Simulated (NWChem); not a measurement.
The numbers come from NWChem runs, not from measurements. System: C3H7O, charge 1, spin multiplicity 1, at the geometry of a parent with another charge or spin, in a state set for the comparison that need not be this species' ground state. Level: RHF/def2-TZVP.

Part of the output:

```
             Northwest Computational Chemistry Package (NWChem) 7.3.0
             --------------------------------------------------------

                                NWChem Input Module
                                -------------------

 Scaling coordinates for geometry "geometry" by  1.889725989
 (inverse scale =  0.529177249)

                             Geometry "geometry" -> ""
                             -------------------------

 Output coordinates in angstroms (scale by  1.889725989 to convert to a.u.)

  No.       Tag          Charge          X              Y              Z
 ---- ---------------- ---------- -------------- -------------- --------------
    1 C                    6.0000     1.30183600    -0.65443900     0.12977400
    2 C                    6.0000     0.01375900    -0.00158300    -0.21300300
    3 C                    6.0000    -1.29110400    -0.63324800     0.12464200
    4 O                    8.0000     0.08044900     1.36350200    -0.15360900
    5 H                    1.0000     1.52148900    -0.60371000     1.21764500
    6 H                    1.0000     1.29563700    -1.71643200    -0.15625600
    7 H                    1.0000     2.13615600    -0.15676500    -0.38813700
    8 H                    1.0000    -2.12555300    -0.16443800    -0.42716300
    9 H                    1.0000    -1.53472800    -0.55239100     1.20668100
   10 H                    1.0000    -1.29121300    -1.70324100    -0.13007400
   11 H                    1.0000    -0.79232300     1.72458700    -0.34229900

 Effective nuclear repulsion energy (a.u.)     126.1597517453

            Nuclear Dipole moment (a.u.)
            ----------------------------
        X                 Y               Z
 ---------------- ---------------- ----------------
     0.0000056692     0.0000113384     0.0000056692


 Summary of "ao basis" -> "" (spherical)
 ------------------------------------------------------------------------------
       Tag                 Description            Shells   Functions and Types
 ---------------- ------------------------------  ------  ---------------------
 *                         def2-tzvp                  on all atoms

 Summary of "ao basis" -> "ao basis" (spherical)
 ------------------------------------------------------------------------------
       Tag                 Description            Shells   Functions and Types
 ---------------- ------------------------------  ------  ---------------------
[...]
              MO Center=  4.0D-01, -4.1D-01, -9.6D-02, r^2= 3.3D+00
   Bfn.  Coefficient  Atom+Function         Bfn.  Coefficient  Atom+Function
  ----- ------------  ---------------      ----- ------------  ---------------
     6      0.215495   1 C  px              138      0.202627   7 H  s
    68      0.191193   3 C  px                9      0.178103   1 C  px
    37     -0.174519   2 C  px               40     -0.168062   2 C  px
   144     -0.156462   8 H  s                71      0.152803   3 C  px

 Vector   17  Occ=0.000000D+00  E=-1.764247D-01
              MO Center= -3.1D-03, -3.2D-02, -2.3D-01, r^2= 2.4D+00
   Bfn.  Coefficient  Atom+Function         Bfn.  Coefficient  Atom+Function
  ----- ------------  ---------------      ----- ------------  ---------------
    36      0.561682   2 C  s                45     -0.394066   2 C  pz
    42     -0.377228   2 C  pz              151      0.368785   9 H  s
     5     -0.346061   1 C  s                39     -0.345416   2 C  pz
   127      0.340412   5 H  s                67     -0.307351   3 C  s
   107      0.250062   4 O  pz              101      0.178973   4 O  pz

 Vector   18  Occ=0.000000D+00  E=-5.593689D-02
              MO Center= -1.0D+00,  6.3D-01, -2.3D-01, r^2= 6.6D+00
   Bfn.  Coefficient  Atom+Function         Bfn.  Coefficient  Atom+Function
  ----- ------------  ---------------      ----- ------------  ---------------
    67      3.005303   3 C  s                 5      2.026379   1 C  s
   145     -1.303151   8 H  s                36     -1.196265   2 C  s
   163     -1.128886  11 H  s               157     -0.987747  10 H  s
   151     -0.923500   9 H  s                98      0.779191   4 O  s
   133     -0.741637   6 H  s               139     -0.633658   7 H  s

 Vector   19  Occ=0.000000D+00  E=-6.372219D-03
              MO Center=  8.3D-02, -1.5D-03,  1.4D-01, r^2= 8.9D+00
   Bfn.  Coefficient  Atom+Function         Bfn.  Coefficient  Atom+Function
  ----- ------------  ---------------      ----- ------------  ---------------
     5      3.815320   1 C  s                67      1.961305   3 C  s
    36     -1.927974   2 C  s               127     -1.574730   5 H  s
   139     -1.323967   7 H  s               163      1.255908  11 H  s
   133     -1.223242   6 H  s               151     -0.926752   9 H  s
   157     -0.857508  10 H  s                45     -0.336451   2 C  pz

 center of mass
 --------------
 x =   0.02508806 y =   0.10050765 z =  -0.03110424

 moments of inertia (a.u.)
 ------------------
         192.444985441853           0.566144519877          -0.696464758685
           0.566144519877         225.161044662204          23.720844227290
          -0.696464758685          23.720844227290         383.669610241263

  Mulliken analysis of the total density
  --------------------------------------

    Atom       Charge   Shell Charges
 -----------   ------   -------------------------------------------------------
    1 C    6     6.32   0.85  1.12  0.47  0.69  0.07  1.27  1.43  0.34  0.02  0.04  0.00
    2 C    6     5.63   0.86  1.12  0.54  0.64  0.05  1.05  1.03  0.11  0.03  0.18  0.02
    3 C    6     6.34   0.85  1.12  0.47  0.68  0.09  1.27  1.43  0.36  0.02  0.04  0.00
    4 O    8     8.33   0.79  1.18  0.57  0.97  0.27  1.83  2.03  0.64  0.00  0.03  0.00
    5 H    1     0.78   0.24  0.45  0.06  0.02
    6 H    1     0.82   0.26  0.47  0.07  0.02
    7 H    1     0.80   0.25  0.46  0.06  0.02
    8 H    1     0.81   0.25  0.47  0.07  0.02
    9 H    1     0.77   0.24  0.45  0.05  0.02
   10 H    1     0.81   0.26  0.47  0.06  0.02
   11 H    1     0.60   0.24  0.31  0.01  0.04

       Multipole analysis of the density wrt the origin
       ------------------------------------------------

     L   x y z        total         open         nuclear
     -   - - -        -----         ----         -------
     0   0 0 0      1.000000      0.000000     33.000000

     1   1 0 0     -0.626772      0.000000      0.000006
     1   0 1 0     -0.342796      0.000000      0.000011
     1   0 0 1     -0.076261      0.000000      0.000006

     2   2 0 0    -11.006911      0.000000    135.516213
     2   1 1 0     -2.355472      0.000000     -2.771388
     2   1 0 1      0.462146      0.000000      0.885348
     2   0 2 0    -13.746915      0.000000    104.958805
     2   0 1 1     -1.019934      0.000000    -14.383702
     2   0 0 2    -15.863876      0.000000     14.589975

 Task  times  cpu:       84.5s     wall:       84.5s

 Total times  cpu:       84.6s     wall:       84.6s
```

Question: Write an NWChem input that would produce this output.

Answer: One answer among several that fit: 
```
start mol
memory heap 200 mb stack 900 mb global 1100 mb
charge 1
geometry units angstroms nocenter noautoz noautosym
  C      1.301836    -0.654439     0.129774
  C      0.013759    -0.001583    -0.213003
  C     -1.291104    -0.633248     0.124642
  O      0.080449     1.363502    -0.153609
  H      1.521489    -0.603710     1.217645
  H      1.295637    -1.716432    -0.156256
  H      2.136156    -0.156765    -0.388137
  H     -2.125553    -0.164438    -0.427163
  H     -1.534728    -0.552391     1.206681
  H     -1.291213    -1.703241    -0.130074
  H     -0.792323     1.724587    -0.342299
end
basis spherical
  * library def2-tzvp
end
scf
  rhf
  nopen 0
  maxiter 100
  thresh 1e-7
  semidirect memsize 60000000 filesize 0
end
task scf energy
```
